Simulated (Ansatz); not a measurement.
Basis-set extrapolation for C₂H₈O₂Si (`CC(O)O[SiH3]`) (PBE0-D4/def2-TZVP geometry, frozen core, the Gaussian-basis code of Ansatz). Multiplicity 1, RHF reference.

```json
{"": "HF", "def2-TZVPP": "-519.197886", "def2-QZVPP": "-519.218342"}
{"": "MP2 correlation", "def2-TZVPP": "-0.950388", "def2-QZVPP": "-1.020850"}
{"": "CCSD(T) correlation", "def2-TZVPP": "-1.030755", "def2-QZVPP": "not run"}
```

Energies in hartree. Use E(X) = E(∞) + A·exp(−7.88·√X) for Hartree–Fock and E(X) = E(∞) + B·X^(−2.97) for correlation, with X = 3 and 4, and add CCSD(T) minus MP2 of the smaller set to the MP2 limit.

Q: What is the CCSD(T) energy at the basis-set limit?

A: HF limit: -519.218342 + (-0.020456) × 0.13774 = -519.22116. MP2 limit: -1.020850 + (-0.070462) × 0.74074 = -1.07304. Higher-order term: -1.030755 − (-0.950388) = -0.08037. Total: -520.37457 hartree, 3.97 eV below CCSD(T)/def2-TZVPP.
